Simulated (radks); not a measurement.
Problem. The mean radii <r> (bohr) of the occupied orbitals of an atom or ion are listed with their occupations. All-electron calculation, scalar-relativistic Kohn-Sham, PBE, spin-unpolarised, spherical densities, point nucleus. Program: a radial shooting solver on a logarithmic mesh with Libxc functionals.

| orbital | occ. | <r> |
|---|---|---|
| 1s | 1 | 0.01726 |

Name the element and its charge.

Solution. Z = 77, iridium, charge +76: Ir76+ in 1s1. The 1s radius gives Z: for a bare nucleus <r> = (2 gamma + 1)/(2Z) with gamma = sqrt(1 - (Z/c)^2), 0.01724 bohr for Z = 77, and the self-interaction of the functional makes it slightly larger (0.01726 here). The occupations add up to 1, and the charge is Z minus that.
